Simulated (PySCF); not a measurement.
F₂HS, SMILES F[SH+]F, charge +1.

Geometry: PBE0-D3(BJ)/def2-TZVP. The isomer is the one that the SMILES or the coordinates give; other isomers of the formula were not compared.

All values below come from PySCF with SMD-PBE0/6-31G*.

Solvation free energies are E(SMD) − E(gas) at the gas-phase geometry, for 1 M in both phases.

Computed solvation free energies in water, dimethylsulfoxide, acetonitrile:
| solvent | ΔG(solv) (kcal/mol) | its non-electrostatic (CDS) part |
|---|---|---|
| water | -64.4 | 2.4 |
| dimethylsulfoxide | -65.5 | 0.7 |
| acetonitrile | -65.5 | 0.2 |
